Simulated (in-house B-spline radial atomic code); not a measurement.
## RPA and G0W0 on r2SCAN0: Rb⁺

Configuration [Ar] 3d10 4s2 4p6, mean-field start r2SCAN0. Computed with a B-spline radial code for spherical atoms: all electrons, non-relativistic, point nucleus, each spin shell either full or empty, empty states to l = 9 with an (l + 1/2)⁻⁴ tail; G0W0 by contour deformation at full frequency.

Without relativity these are model numbers: it shifts the levels of so heavy an element strongly and can reorder them.

Command:
```bash
python run_gw.py task.json out
```
Settings (radii: box in bohr, nucleus in fm):
```
Z                        37
electrons                36
configuration            [Ar] 3d10 4s2 4p6
hamiltonian              nr
method                   r2scan0
lmax                     9
spin_polarised           False
box_radius               23.78
intervals                54
```

Time taken, with all properties: 1.1 s on 1 thread of AMD EPYC 9R45 96-Core Processor (shared host).

Energies (hartree):

```tsv
term	value
mean-field total	-2939.98425
Hartree-Fock functional on these orbitals	-2938.21118
direct second order	-2.8956
second-order exchange	0.83103
SOSEX correction	0.77018
```

What is the RPA correlation energy, and what remains with SOSEX?

RPA gives -2.5419 hartree (-1.92 eV per electron); RPA + SOSEX gives -1.7717, and the second-order doubles -2.0646 hartree (no singles). RPA lacks exchange-type terms and so overcorrelates at short range.

Quasi-particle levels (eV):

```csv
level,occupied,mean field,Σx - vxc,Σc,QP weight,G0W0
4p,yes,-23.712,-3.56,?,?,?
5s,no,-4.562,1.06,-0.54,0.987,-4.050
```

G0W0 = mean field + (Σx - vxc) + Σc, with Σc (partial-wave tail included) taken at the quasi-particle energy. Only the outer levels were computed. Levels of low weight are left out.

Where does G0W0 put 4p?

At -27.632 eV, with Σc = -0.36 eV and a quasi-particle weight of 0.931. The tabulated removal energy is 27.290 eV (NIST, measured); the calculation leaves out relativity, Breit and QED terms, and what these don't explain is the method's own error.
